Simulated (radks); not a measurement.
The numbers below are computed, except where a source is named.
Correlation energies from several functionals, in hartree. Species: Zr4+ [Kr]; Cd2+ [Kr] 4d10; Mg2+ [Ne]. Code: a radial shooting solver on a logarithmic mesh with Libxc functionals. Model: non-relativistic Kohn-Sham, exchange-only LDA, spin-polarised, spherical densities, point nucleus. Every spin shell is full or empty, so the densities are truly spherical. Functionals are evaluated on that one density, not self-consistently.

PW92: Zr4+ -3.4728; Cd2+ -4.4698; Mg2+ -0.81651
PZ: Zr4+ -3.4712; Cd2+ -4.4676; Mg2+ -0.81353
Wigner: Zr4+ -1.9382; Cd2+ -2.4773; Mg2+ -0.52787
PBEsol: Zr4+ -2.1158; Cd2+ -2.8132; Mg2+ -0.43927
PW91: Zr4+ -2.0164; Cd2+ -2.6886; Mg2+ -0.41074
TPSS: Zr4+ -1.8563; Cd2+ -2.4896; Mg2+ -0.37620
revTPSS: Zr4+ -1.8804; Cd2+ -2.5178; Mg2+ -0.38584
r2SCAN: Zr4+ -1.8594; Cd2+ -2.4879; Mg2+ -0.36742
Tao-Mo: Zr4+ -1.7758; Cd2+ -2.4028; Mg2+ -0.33668
